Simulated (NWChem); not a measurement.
System: hydrogen iodide (HI); SMILES I

Program: NWChem. Coordinates come from a PBE0/def2-SVP optimisation. def2 effective core potentials on I; no spin-orbit coupling. B3LYP is NWChem's, with the RPA form of VWN correlation.

Task: Order these by “highest occupied level (eV)”, lowest first: B3LYP/def2-SVPD (core potentials); B3LYP/3-21G (all-electron, non-relativistic); B3LYP/STO-3G (all-electron, non-relativistic).

Result: B3LYP/def2-SVPD (core potentials) (-7.69), B3LYP/3-21G (all-electron, non-relativistic) (-7.43), B3LYP/STO-3G (all-electron, non-relativistic) (-5.12)
